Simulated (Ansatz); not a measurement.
The cluster Fe6⁺. Charge 1, multiplicity 18. Geometry PBE-D4/def2-SVP.

```xyz
6

Fe    0.310   -1.782   -0.091
Fe   -1.328   -0.240    0.207
Fe   -0.327    0.302   -1.758
Fe    0.327   -0.306    1.759
Fe   -0.311    1.784    0.088
Fe    1.328    0.242   -0.204
```

At PBE-D4/def2-SVP, r2SCAN-D4/def2-SVP, PBE0-D4/def2-SVP, BHLYP-D4/def2-SVP the charge 1 multiplicity 18 is spin-contaminated (final ⟨S²⟩ up to 82.76, 80.75 for a pure state). At PBE-D4/def2-SVP, r2SCAN-D4/def2-SVP an occupied level of the charge 1 multiplicity 18 lies above an empty one of the other spin, so a lower spin may lie lower. No other spin state of charge 1 was run. The geometry of the multiplicity 18 was relaxed on an unsound state (⟨S²⟩ 81.34, where a pure state has 80.75). The structure comes from a short search, and lower isomers may exist.

(1) Estimate the α-spin orbital energies around the gap (eV) in Ansatz with PBE-D4/def2-SVP, r2SCAN-D4/def2-SVP, PBE0-D4/def2-SVP, BHLYP-D4/def2-SVP.

Answers

(1) 
```
orbital  PBE-D4/def2-SVP  r2SCAN-D4/def2-SVP  PBE0-D4/def2-SVP  BHLYP-D4/def2-SVP
 HOMO−5            -8.78               -9.17            -11.10             -12.75
 HOMO−4            -8.61               -9.07            -11.02             -12.71
 HOMO−3            -8.59               -9.03            -10.73             -12.47
 HOMO−2            -8.40               -8.84            -10.72             -12.23
 HOMO−1            -8.26               -8.59            -10.42             -12.12
   HOMO            -8.22               -8.39             -9.07              -9.57
   LUMO            -7.97               -7.86             -7.37              -6.75
 LUMO+1            -7.72               -7.60             -7.05              -6.24
 LUMO+2            -5.83               -5.62             -5.13              -4.62
 LUMO+3            -5.74               -5.60             -5.09              -4.40
 LUMO+4            -4.90               -4.60             -4.11              -3.45
 LUMO+5            -4.63               -4.42             -3.76              -2.84
 β HOMO            -7.75               -7.60             -8.18              -9.01
 β LUMO            -7.22               -6.81             -5.63              -4.55
```
